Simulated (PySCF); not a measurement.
Gas-phase reaction: 4 SnO2 + N2 ⇌ 2 Sn2O2 + 2 NO2

Computed with PySCF (xtb for GFN2) and rigid-rotor harmonic-oscillator thermochemistry at 1 bar. † marks an energy on the PBE0/def2-TZVP geometry and frequencies; other levels use their own. MP2 freezes the core. Open shells (unrestricted): NO2 (multiplicity 2); the rest are closed-shell singlets. GFN2 has no spin-polarisation term. Sn: scalar-relativistic def2 core potential, no spin-orbit coupling. SnO2, Sn2O2: computed as isolated molecules; such fragments, hydroxides, amides, oligomers or adducts are transient or little studied in the gas. MP2 isn't extrapolated to the basis-set limit.

```json
[
 {"level": "BLYP/def2-TZVP†", "ΔH°(298 K), kJ": "-532"},
 {"level": "GFN2-xTB", "ΔH°(298 K), kJ": "-654"},
 {"level": "HF/def2-TZVP†", "ΔH°(298 K), kJ": "-850"},
 {"level": "M06-2X/def2-TZVP†", "ΔH°(298 K), kJ": "-677"},
 {"level": "MP2/def2-TZVPP†", "ΔH°(298 K), kJ": "___"},
 {"level": "PBE0/def2-QZVP†", "ΔH°(298 K), kJ": "-699"},
 {"level": "PBE0/def2-SVP†", "ΔH°(298 K), kJ": "___"},
 {"level": "PBE0/def2-TZVP", "ΔH°(298 K), kJ": "___"},
 {"level": "r2SCAN/def2-TZVP†", "ΔH°(298 K), kJ": "___"},
 {"level": "LDA/def2-TZVP†", "ΔH°(298 K), kJ": "-732"}
]
```

Problem. Fill in the missing entries.

Solution. 
- MP2/def2-TZVPP†, ΔH°(298 K), kJ: -486
- PBE0/def2-SVP†, ΔH°(298 K), kJ: -933
- PBE0/def2-TZVP, ΔH°(298 K), kJ: -709
- r2SCAN/def2-TZVP†, ΔH°(298 K), kJ: -659
